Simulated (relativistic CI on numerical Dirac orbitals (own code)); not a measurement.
# Energy levels of Lu XLVI

Method of calculation: Dirac-Coulomb-Breit CI, separate exchange-only KLI orbitals for each configuration, QED by a radiative potential, unscaled Slater integrals (own radial code, finite nucleus).

CI space (outside the closed core [Ne]): 3s2 3p6 3d8, 3s2 3p5 3d9, 3s2 3p4 3d10, 3s 3p6 3d9, 3p6 3d10, 3s 3p5 3d10, 3s2 3p6 3d7 4s, 3s2 3p6 3d7 4p, 3s2 3p4 3d9 4s, 3s2 3p6 3d7 4d, 3s2 3p4 3d9 4p, 3s2 3p5 3d8 4s, 3s2 3p6 3d7 4f, 3s2 3p4 3d9 4d, 3s 3p5 3d9 4s, 3s2 3p5 3d8 4p. Levels of other configurations are missing.

The lowest level is 3s2 3p6 3d8 3F_4, with 88 % of that term; Hund's rules for 3s2 3p6 3d8 give 3F with J = 4, in agreement.

```csv
No.,Configuration,Term,J,E (eV),%,Next component (%),Lifetime (s)
1,3s2 3p6 3d8,3F,4,0.00,88,12 1G,
2,3s2 3p6 3d8,1D,2,8.52,49,41 3P,1.83e+01
3,3s2 3p6 3d8,3P,0,26.72,53,47 1S,8.97e-02
4,3s2 3p6 3d8,3F,3,52.95,100,,5.34e-07
5,3s2 3p6 3d8,3P,2,61.86,52,32 3F,9.40e-07
6,3s2 3p6 3d8,3P,1,66.85,100,,7.89e-07
7,3s2 3p6 3d8,1G,4,67.44,88,12 3F,1.73e-06
8,3s2 3p6 3d8,3F,2,112.62,58,34 1D,3.32e-07
9,3s2 3p6 3d8,1S,0,135.90,53,47 3P,2.31e-07
10,3s2 3p5 3d9,3F°,4,395.18,100,,1.97e-12
11,3s2 3p5 3d9,1D°,2,404.27,55,35 3P°,9.80e-13
12,3s2 3p5 3d9,3D°,3,419.17,78,13 1F°,5.00e-13
13,3s2 3p5 3d9,1P°,1,429.79,50,43 3P°,6.69e-13
14,3s2 3p5 3d9,3D°,2,463.05,55,18 3F°,6.87e-13
15,3s2 3p5 3d9,3P°,0,469.76,100,,7.88e-13
16,3s2 3p5 3d9,3D°,1,471.87,47,41 3P°,6.31e-13
17,3s2 3p5 3d9,3F°,3,472.20,56,44 1F°,7.09e-13
18,3s2 3p5 3d9,3P°,2,666.40,49,37 3D°,2.14e-13
19,3s2 3p5 3d9,1F°,3,674.34,44,35 3F°,1.84e-13
20,3s2 3p5 3d9,3F°,2,705.45,74,20 1D°,4.49e-13
21,3s2 3p5 3d9,3D°,1,735.44,47,37 1P°,1.78e-13
22,3s2 3p4 3d10,3P,2,819.58,64,32 1D,3.70e-13
23,3s2 3p4 3d10,1S,0,842.45,63,36 3P,3.16e-13
24,3s 3p6 3d9,3D,3,883.10,100,,2.86e-13
25,3s 3p6 3d9,3D,2,894.10,57,39 1D,2.72e-13
26,3s 3p6 3d9,3D,1,938.74,100,,2.99e-13
27,3s 3p6 3d9,1D,2,946.27,53,43 3D,3.15e-13
28,3s2 3p4 3d10,3P,1,1074.04,100,,1.51e-13
29,3s2 3p4 3d10,1D,2,1089.07,68,29 3P,1.35e-13
30,3s 3p5 3d10,3P°,2,1280.13,100,,3.20e-13
31,3s 3p5 3d10,1P°,1,1313.24,56,43 3P°,1.90e-13
32,3s2 3p4 3d10,3P,0,1340.90,63,36 1S,9.95e-14
33,3s2 3p6 3d7 4s,5F,5,1484.75,62,33 3G,3.97e-10
34,3s2 3p6 3d7 4s,3F,4,1488.23,47,19 1G,7.34e-11
35,3s2 3p6 3d7 4s,3P,2,1498.03,51,18 5P,1.13e-10
36,3s2 3p6 3d7 4s,3P,1,1499.32,31,31 1P,7.86e-11
37,3s2 3p6 3d7 4s,3D,3,1503.76,50,25 5P,7.32e-11
38,3s2 3p6 3d7 4s,1D,2,1505.82,29,21 3D,4.95e-11
39,3s 3p5 3d10,3P°,0,1535.33,100,,1.26e-13
40,3s2 3p6 3d7 4s,5F,4,1538.16,74,13 3F,2.60e-10
41,3s2 3p6 3d7 4s,3F,3,1540.30,46,38 5F,1.01e-10
42,3s2 3p6 3d7 4s,5F,5,1545.26,33,31 3G,2.38e-10
43,3s2 3p6 3d7 4s,3H,4,1547.20,36,34 3F,9.49e-11
44,3s2 3p6 3d7 4s,5F,1,1548.31,31,25 3P,1.27e-10
45,3s2 3p6 3d7 4s,5P,2,1548.54,31,18 3D,1.03e-10
```

Energies count from the lowest computed level; ° marks odd parity; lifetimes are radiative, by E1, M1, E2, M2 decay to levels of this space only.

The mean weight of the leading LS term, summed over parents, in these 45 levels is 63 %, and that of the leading jj configuration (from the same eigenvectors) 98 %, so jj coupling describes them better and the LS labels are nominal.

At this charge energies of transitions that change n are usually good to better than 1 %, and those within a shell (Δn = 0) to a few per cent.

LS names give the leading component of a level, which can be under half, so a name can repeat, a term be missing and a line seem to break the LS rules.
